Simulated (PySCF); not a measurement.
# Telling isomers of C5H8F3OP apart by NMR

Level of theory: geometry: GFN2-xTB, NMR shieldings at PBE0/pcSseg-1/GIAO, in PySCF 2.14 (gas phase, single conformer, non-relativistic, rapidly exchanging positions averaged).

Scale: TMS for ¹H (31.72 ppm), ¹³C (186.93 ppm) (reference shieldings calculated alike). Splittings of carbon signals by F and P are missing where no couplings were computed. Where no couplings were computed, multiplicities follow the n + 1 count of equivalent neighbours, and m marks all less simple cases (inequivalent or close neighbours, rings, F or P nearby). Shifts are as computed. Against solution values, carbons near 30 ppm lie about +3 ppm off and those near 130 ppm about +5 ppm. Of 1211 compounds with measured shifts, 218 miss one by over three times the rms of a fit or turn the order of signals round; such compounds aren't used in these exercises.

(1) Tabulate the signals of `FC(F)(F)P1CCOCC1`, `C[P@](=O)(C1CC1)C(F)(F)F` and their relative energies.

(2) What is the quickest way to tell FC(F)(F)P1CCOCC1 from C[P@](=O)(C1CC1)C(F)(F)F?

Answers

(1) 
```tsv
SMILES	carbon types	δC	δH	E rel. (kcal/mol)
FC(F)(F)P1CCOCC1	1×C 4×CH2	141.4, 68.9, 24.7	4.01 (m, 4H), 1.98 (m, 4H)	4.8
C[P@](=O)(C1CC1)C(F)(F)F	1×C 1×CH 2×CH2 1×CH3	132.5, 15.0, 7.9, 3.6, 1.8	1.61 (m, 3H), 1.23 (m, 1H), 0.93 (m, 1H), 0.88 (m, 1H), 0.77 (m, 1H), 0.71 (m, 1H)	0.0
```

Energies are electronic energies at PBE0/pcSseg-1 on these geometries, without zero-point or thermal terms, each for the one conformer computed, which needn't be the lowest.

(2) Count the carbon signals: 3 against 5. The first has an sp3 CH2 bonded to O at 68.9 ppm, the second a methyl carbon bonded to P (CH3) at 15.0 ppm. Their most deshielded carbons lie at 141.4 and 132.5 ppm. In the proton spectra the most deshielded non-exchanging signals are 4.01 (m, 4H) and 1.61 (m, 3H).
